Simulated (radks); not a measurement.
Problem. Excited configurations of neutral antimony: one electron is placed in a higher orbital outside [Kr] 4d10 5s2 5p2. The ground configuration is [Kr] 4d10 5s2 5p3. Method: scalar-relativistic Kohn-Sham, PBE, spin-polarised, spherical densities, point nucleus; open shells are filled with parallel spins first (spin-orbit coupling, left out, can overturn this in heavy ions); computed with a radial shooting solver on a logarithmic mesh with Libxc functionals. Excitation = E - E(ground); binding = E(ion) - E, where the ion is the core of charge +1; n* = 1/sqrt(2 binding) in atomic units, and the quantum defect is n - n*.

| outer orbital | excitation (eV) | binding (eV) | n* | quantum defect | eigenvalue (eV) | <r> (bohr) |
|---|---|---|---|---|---|---|
| 5d | 6.852 | 2.115 | 2.536 | 2.464 | -0.701 | 7.260 |
| 5f | 8.282 | 0.686 | 4.455 | 0.545 | -0.405 | 27.65 |
| 7d | 8.142 | 0.826 | 4.059 | 2.941 | -0.519 | 25.17 |

Estimate the row for 4f.

Solution. excitation (eV) 7.995; binding (eV) 0.972; n* 3.741; quantum defect 0.259; eigenvalue (eV) -0.475; <r> (bohr) 16.44. The Delta-SCF ionisation energy is 8.968 eV (NIST Atomic Spectra Database: 8.608 eV, measured). Self-interaction in the functional shifts the binding energies and quantum defects, so they are the method's values and not measured ones. Open shells are spherical and high-spin; term and fine-structure splittings are not resolved. Spin-orbit splitting is averaged out at the scalar-relativistic level.
